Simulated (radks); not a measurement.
Task: The mean radii <r> (bohr) of the occupied orbitals of an atom or ion are listed with their occupations. Method: Dirac Kohn-Sham, PBE, spin-unpolarised, spherical densities, finite nucleus; Fermi nuclear charge, rms radius of each element as measured or else 0.836 A^(1/3) + 0.57 fm; computed with a radial shooting solver on a logarithmic mesh with Libxc functionals.

orbital  occ.      <r>
1s1/2       2  0.05845
2s1/2       2   0.2667
2p1/2       2   0.2334
2p3/2       4   0.2365
3s1/2       2   0.8109
3p1/2       2   0.8518
3p3/2       4   0.8612
3d3/2     2.4    1.108
3d5/2     3.6    1.114
4s1/2       1    2.711

Name the element and its charge. Open shells, if any, are shared by 2j + 1.

Result: Z = 26, iron, charge +1: Fe+ in [Ar] 3d6 4s1. The 1s radius gives Z: for a bare nucleus <r> = (2 gamma + 1)/(2Z) with gamma = sqrt(1 - (Z/c)^2), 0.05699 bohr for Z = 26, and screening makes it slightly larger (0.05845 here). The occupations add up to 25, and the charge is Z minus that.
